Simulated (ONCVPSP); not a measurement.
# PBEsol ONCV dataset for O (Z = 8), non-relativistic all-electron reference.

ONCVPSP 4.0.1 input, shortened (lines: element, Z, core and valence counts, functional; n l f; lmax; l rc ep ncon nbas qcut; lloc lpopt rc5 dvloc0; l nproj debl; icmod fcfact rcfact), PBEsol, non-relativistic:

```
  O 8.00    1    2  -116133      upf
    1    0    2.00
    2    0    1.00
    2    1    5.00
    2
    0    0.80    0.00    4    8    8.70
    1    1.70    0.00    5    8    8.50
    2    1.80    0.40    5    8    5.80
    0    5    0.80    0.00
    0    0    3.70
    1    2    1.70
    2    1    2.90
    0    0.00    0.00
```

- Cutoffs needed: 40 Ha and 210 Ha (the cutoffs (Ha) at which the residual kinetic energy of the hardest occupied pseudo-wave falls to 1 and 0.1 mHa per electron)
- Ghost test: no bound ghost flagged; no localised positive-energy state flagged
- Largest excitation error: +468 meV (all-electron minus pseudo) for 2s2 2p2, out of 4 test configurations
